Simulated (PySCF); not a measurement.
A calculated (MN15, PySCF 2.14, dyall-av3z, the non-relativistic Hamiltonian (point nucleus)) atom or ion has these occupied shells.

```
shell  electrons  orbital energy (eV)  rms radius, mean of both spins (bohr)
   1s          2              -2724.6                                  0.107
   2s          2              -241.45                                  0.493
   2p          6              -186.95                                  0.454
   3s          2              -13.870                                   1.74
   3p          6               -1.739                                   2.28
```

Name the element and its charge.

Cl⁻ (chlorine, charge -1), in [Ar], closed-shell 1S.
